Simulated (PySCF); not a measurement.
**SMILES Clc1cnc2nsnc2n1, C₄HClN₄S**

Molfile (atoms numbered from 1):
```
C4HClN4S
     RDKit          3D

 11 12  0  0  0  0  0  0  0  0999 V2000
    4.9579    2.5724    2.0824 Cl  0  0  0  0  0  0  0  0  0  0  0  0
    3.4244    1.9660    1.5758 C   0  0  0  0  0  0  0  0  0  0  0  0
    3.4450    0.8846    0.6123 C   0  0  0  0  0  0  0  0  0  0  0  0
    2.3596    0.3411    0.1514 N   0  0  0  0  0  0  0  0  0  0  0  0
    1.2051    0.8589    0.6376 C   0  0  0  0  0  0  0  0  0  0  0  0
   -0.0108    0.4469    0.2966 N   0  0  0  0  0  0  0  0  0  0  0  0
   -1.0486    1.3677    1.1419 S   0  0  0  0  0  0  0  0  0  0  0  0
   -0.0189    2.3187    1.9665 N   0  0  0  0  0  0  0  0  0  0  0  0
    1.1996    1.9389    1.6007 C   0  0  0  0  0  0  0  0  0  0  0  0
    2.3483    2.4864    2.0634 N   0  0  0  0  0  0  0  0  0  0  0  0
    4.4140    0.5132    0.2612 H   0  0  0  0  0  0  0  0  0  0  0  0
  1  2  1  0
  2  3  1  0
  3  4  2  0
  4  5  1  0
  5  6  2  0
  6  7  1  0
  7  8  1  0
  8  9  2  0
  9 10  1  0
 10  2  2  0
  9  5  1  0
  3 11  1  0
M  END
```

Level of theory: quadratic response CAM-B3LYP/aug-cc-pVDZ first hyperpolarisability, Taylor convention, gas phase (PySCF 2.14.0). Geometry: PBE0-D3(BJ)/def2-SVP.

Give the tensor of the static β(0;0,0) in the axes of these coordinates.

In au, Taylor convention; rows are the first index (the induced dipole):
|  | xx | yy | zz | xy | xz | yz |
| --- | --- | --- | --- | --- | --- | --- |
| x | +259.6 | -16.2 | -9.7 | +42.9 | +33.5 | -35.8 |
| y | +42.9 | -2.3 | -1.8 | -16.2 | -35.8 | -3.7 |
| z | +33.5 | -3.7 | -0.4 | -35.8 | -9.7 | -1.8 |

Norm of βᵢ = ⅓ Σⱼ (βᵢⱼⱼ + βⱼᵢⱼ + βⱼⱼᵢ): 238.7 au, hyper-Rayleigh value 111.6 au.
